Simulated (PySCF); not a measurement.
H5NOSeSi. Atoms are numbered in the order given.

```xyz
9

Se    -0.7263     0.0345     0.6479
N     -0.8303     1.7844     0.2357
H     -0.2459     2.4070     0.7904
H     -0.8134     2.0179    -0.7549
O      1.0056    -0.4441     0.1914
Si     1.3612    -0.8356    -1.4008
H      0.6308    -2.0570    -1.8496
H      2.8293    -1.0707    -1.4665
H      1.0017     0.2905    -2.3181
```
Charge 0, spin multiplicity 1.

Coordinates come from a B3LYP-D3(BJ)/def2-SVP optimisation. This is a generated structure with no PubChem entry under its InChIKey; it may be hypothetical. The values are those of a single conformer.

Method: PySCF with TDA-PBE/def2-SVPD.

Vertical excitations. Isolated molecule, no solvent.

| state | energy (eV) | λ (nm) | f | main pairs |
|---|---|---|---|---|
| S1 | 3.79 | 327 | 0.000 | HOMO→LUMO 97 % |
| S2 | 4.44 | 279 | 0.003 | HOMO→LUMO+1 94 % |
| S3 | 5.18 | 240 | 0.015 | HOMO→LUMO+2 95 % |
| S4 | 5.35 | 232 | 0.013 | HOMO−1→LUMO 76 %, HOMO−2→LUMO 19 % |
| S5 | 5.61 | 221 | 0.010 | HOMO→LUMO+3 99 % |
| S6 | 5.80 | 214 | 0.012 | HOMO−2→LUMO 45 %, HOMO−1→LUMO+1 43 % |
| S7 | 5.96 | 208 | 0.014 | HOMO→LUMO+4 71 %, HOMO→LUMO+5 20 % |
| S8 | 6.04 | 205 | 0.041 | HOMO→LUMO+5 67 %, HOMO−1→LUMO+1 11 % |
| S9 | 6.14 | 202 | 0.099 | HOMO−1→LUMO+1 33 %, HOMO−2→LUMO 13 %, HOMO→LUMO+5 10 %, HOMO→LUMO+4 10 % |
| S10 | 6.24 | 199 | 0.002 | HOMO→LUMO+6 43 %, HOMO−2→LUMO+1 35 %, HOMO−3→LUMO 16 % |
| T1 | 3.04 | 408 | 0 | HOMO→LUMO 100 % |
| T2 | 3.87 | 321 | 0 | HOMO→LUMO+1 99 % |
| T3 | 4.71 | 263 | 0 | HOMO−1→LUMO 98 % |
| T4 | 4.94 | 251 | 0 | HOMO→LUMO+2 99 % |
Triplets are in the Tamm–Dancoff approximation.
